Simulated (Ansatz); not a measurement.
N-butylpyridinium chloride, `CCCC[n+]1ccccc1.[Cl-]`. Charge 0, multiplicity 1. Geometry PBE-D4/def2-SVP, basis def2-TZVP, Ansatz.

```csv
run,HOMO (eV),LUMO (eV)
A,-5.26,-2.02
B,-5.10,-2.13
C,-4.93,-1.98
D,-5.83,-1.48
E,-6.01,-1.29
```

B3LYP takes the VWN-RPA correlation.

**Question.** The runs used B3LYP, BLYP, PBE, PBE0, r2SCAN. Estimate which is which.

**Answer.** A r2SCAN (0 % exact exchange); B PBE (0 % exact exchange); C BLYP (0 % exact exchange); D B3LYP (20 % exact exchange); E PBE0 (25 % exact exchange). Exact exchange lowers occupied and raises empty levels; among semilocal functionals meta-GGAs tend to open the gap a little, and such runs are hard to tell apart. The gap grows from 2.95 eV (BLYP) to 4.72 eV (PBE0).
